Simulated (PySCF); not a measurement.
(E)-3-chloropent-3-en-1-yne (C₅H₅Cl), SMILES C#C/C(Cl)=C\C. Atoms are numbered in the order given.

```xyz
11

C      2.4729     0.4071     0.0000
C      1.2799     0.1817     0.0000
C     -0.1154    -0.0973     0.0000
Cl    -0.5181    -1.8145     0.0000
C     -1.0980     0.8233     0.0000
C     -0.8833     2.3019     0.0000
H      3.5284     0.6038     0.0000
H     -2.1281     0.4547     0.0000
H      0.1840     2.5623     0.0000
H     -1.3564     2.7627     0.8845
H     -1.3564     2.7627    -0.8845
```
Charge 0, spin multiplicity 1.

Geometry: B3LYP-D3(BJ)/def2-SVP.

Computed with PBE/pcSseg-1 (PySCF).

GIAO shieldings, no solvent; atoms alike by connectivity are averaged. δ = σ(ref) − σ: ¹³C against TMS (σ = 182.0 ppm); ³⁵Cl against HCl (σ = 936.5 ppm); ¹H against TMS (σ = 31.49 ppm), references at their B3LYP-D3(BJ)/def2-TZVP geometries, non-relativistic (without spin–orbit terms, shifts of atoms bonded to Cl or Br come out too high).

| atoms | nucleus | count | δ (ppm) |
|---|---|---|---|
| C5 | ¹³C | 1 | 145.6 |
| C3 | ¹³C | 1 | … |
| C1 | ¹³C | 1 | 93.2 |
| C2 | ¹³C | 1 | 84.2 |
| C6 | ¹³C | 1 | 22.4 |
| Cl4 | ³⁵Cl | 1 | 325.9 |
| H8 | ¹H | 1 | … |
| H7 | ¹H | 1 | … |
| H9, H10, H11 | ¹H | 3 | … |

### Question
Fill in the missing entries. (Estimate from the structure and the level; the computed values follow.)

### Answer

- C3, δ (ppm): 127.1
- H7, δ (ppm): 3.65
- H9, H10, H11, δ (ppm): 2.37
- H8, δ (ppm): 6.50
